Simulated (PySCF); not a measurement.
# Nuclear quadrupole coupling in `CC[C@@H]1[C@H](C(C)C)[P@@H]1=S`

Species: C₇H₁₅PS.
SMILES with atom numbers: `[CH3:1][CH2:2][C@@H:3]1[C@H:4]([CH:5]([CH3:6])[CH3:7])[P@@H:8]1=[S:9]` (hydrogens: H10, H11, H12 on C1; H13, H14 on C2; H15 on C3; H16 on C4; H17 on C5; H18, H19, H20 on C6; H21, H22, H23 on C7; H24 on P8)

Cartesian coordinates in Å at the GFN2-xTB level; atoms count from 1:
```xyz
24
C7H15PS angstrom
C      2.8442    1.0257    1.0580
C      1.3645    0.6704    0.9705
C      0.8489    0.9267   -0.4245
C     -0.4474    0.2715   -0.9600
C     -1.2942   -0.6579   -0.1173
C     -2.1333   -1.5349   -1.0439
C     -2.1821    0.1330    0.8413
P      1.1032   -0.3948   -1.6661
S      1.8365   -2.1499   -1.3041
H      3.2263    0.8241    2.0553
H      3.0044    2.0776    0.8296
H      3.4081    0.4268    0.3441
H      1.2405   -0.3860    1.2197
H      0.7959    1.2620    1.6935
H      0.9892    1.9533   -0.7520
H     -1.0400    0.9274   -1.5923
H     -0.6337   -1.3121    0.4621
H     -2.8050   -0.9247   -1.6454
H     -1.4815   -2.0971   -1.7115
H     -2.7276   -2.2394   -0.4678
H     -1.5836    0.7449    1.5110
H     -2.7828   -0.5463    1.4413
H     -2.8528    0.7847    0.2845
H      1.2906    0.2347   -2.8928
```

Field gradients from the PBE0/pcSseg-1 density (PySCF, non-relativistic), principal values in atomic units, ordered |Vxx| ≤ |Vyy| ≤ |Vzz|:

| atom | Vxx | Vyy | Vzz |
| --- | --- | --- | --- |
| S9 | -1.2453 | -1.3040 | 2.5493 |

Problem. Find the asymmetry η = (Vxx − Vyy)/Vzz and the couplings χ = eQV/h (234.96 MHz × Q in barn × V in au), with Q(33S) = −0.0678 b.

Solution. 
```
atom         environment  nucleus     η  χzz (MHz)  χxx (MHz)  χyy (MHz)
  S9  sulfur bonded to P      33S  0.02     -40.61      19.84      20.77
```

The gradient is axial or nearly so (η below 0.05) at S9. The tensor is traceless: Vxx + Vyy + Vzz = 0.

Problem. What is Vzz at S9 in SI units (1 au = 9.71736 × 10²¹ V/m²)?

Solution. 2.5493 au = 24.773 × 10²¹ V/m².

Problem. And the gradient at the other heavy atoms, for which no coupling is worked out here?

Solution. 
```
atom                        environment  Vzz (au)     η
  C1                      methyl carbon     0.072  0.33
  C2                   chain CH2 carbon     0.101  0.67
  C3     sp3 carbon bound to phosphorus     0.138  0.63
  C4     sp3 carbon bound to phosphorus     0.133  0.67
  C5                      sp3 CH carbon     0.096  0.83
  C6                      methyl carbon     0.066  0.44
  C7                      methyl carbon     0.055  0.17
  P8  phosphorus bonded to 2 C, S and H     0.435  0.87
```

Were the hydrogens deuterons (Q(2H) = 0.00286 b), χzz would run from 132 kHz (H24) to 213 kHz (H21, H10, H15, H20 and 1 more).

One conformer (not necessarily the lowest) at the GFN2-xTB geometry, without solvent, vibrations or thermal averaging. GFN2-xTB bond lengths can be off by several hundredths of an ångström, more for odd bonds, and the gradients follow them. With a basis this small, the couplings can be 20 % off.
